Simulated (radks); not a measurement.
Charge is removed step by step from the 1s1/2 level of N, starting from [He] 2s2 2p3. All-electron calculation, Dirac Kohn-Sham, PBE, spin-unpolarised, spherical densities, finite nucleus; open shells fill j = l - 1/2 first; Fermi nuclear charge, rms radius 2.5582 fm. Program: a radial shooting solver on a logarithmic mesh with Libxc functionals.

removed (e),E - E(0) (eV),eigenvalue (eV),E minus straight line (eV)
0,0.000,-384.70,0.000
0.25,98.345,-402.14,-6.718
0.5,201.11,-420.03,-9.018
0.75,308.39,-438.25,-6.803
1,420.25,-456.70,0.000

Removing the whole electron costs 420.25 eV by Delta-SCF, against 384.70 eV from minus the eigenvalue at the starting occupation. Slater's transition state (half an electron removed) gives 420.03 eV. Integrating minus the eigenvalue over the occupation (Janak's theorem) gives 420.25 eV. The mean slope of the eigenvalue, de/dn, is 72.0 eV per electron.
